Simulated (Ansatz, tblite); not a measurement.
Cost and result up the ladder for Li6Si (7 atoms). The state is a singlet with charge 0. Geometry: B3LYP-D4/def2-TZVP.

```xyz
7

Li    1.654    0.126   -0.967
Li   -0.078    1.891    0.351
Li    2.749    1.492    1.619
Li   -2.885   -0.317    0.097
Li    0.203   -0.751    1.253
Li   -0.865   -2.365   -1.439
Si   -0.778   -0.077   -0.915
```

Ansatz on 4 threads of Arm Neoverse V2 on a shared host; xTB runs through tblite on one thread. Times are rough, summed over both states, and most runs start from the orbitals of an earlier one. No level here is sound enough to serve as a yardstick. The other state is a doublet.

The xTB rows come from tblite. Correlated methods freeze 5 core orbitals; core or outer-core shells of Li are correlated, in sets that lack core-valence functions. In CCSD on the charge 1 doublet the largest single amplitude is 0.16, so its Hartree–Fock determinant may place the open shell otherwise than the density functionals do. The structure comes from a short search, and lower isomers may exist.

Run but left out: HF/def2-TZVPP (singlet: restricted singlet, unstable towards broken spin symmetry); MP2/def2-TZVPP (charge +1 doublet: ⟨S²⟩ 1.10, where a pure state has 0.75).

Correlated methods converge slowly with the basis.

Raw xTB energies of ions are shifted by several eV.

| level | functions | wall time |
| --- | --- | --- |
| GFN1-xTB | 33 | 0.007 s |
| GFN2-xTB | 33 | 0.012 s |
| PBE-D4/def2-TZVP | 121 | 2.4 s |
| PBE0-D4/def2-TZVP (with forces) | 121 | 4.3 s |
| r2SCAN-D4/def2-TZVP | 121 | 5.1 s |
| CCSD(T)/def2-TZVPP | 156 | 58 s |

(1) Estimate what each level gives for the vertical IE (eV).

## Answers

(1) 
| level | vertical IE (eV) | remarks |
| --- | --- | --- |
| GFN1-xTB | 11.39 | – |
| GFN2-xTB | 7.70 | – |
| PBE-D4/def2-TZVP | 4.44 | restricted SCF unstable in HF (singlet) |
| PBE0-D4/def2-TZVP (with forces) | 4.37 | restricted SCF unstable in HF (singlet) |
| r2SCAN-D4/def2-TZVP | 4.28 | restricted SCF unstable in HF (singlet) |
| CCSD(T)/def2-TZVPP | 4.47 | large T1 (0.056) (+1 doublet), restricted SCF unstable (singlet), spin-contaminated (⟨S²⟩ 1.10) (+1 doublet) |
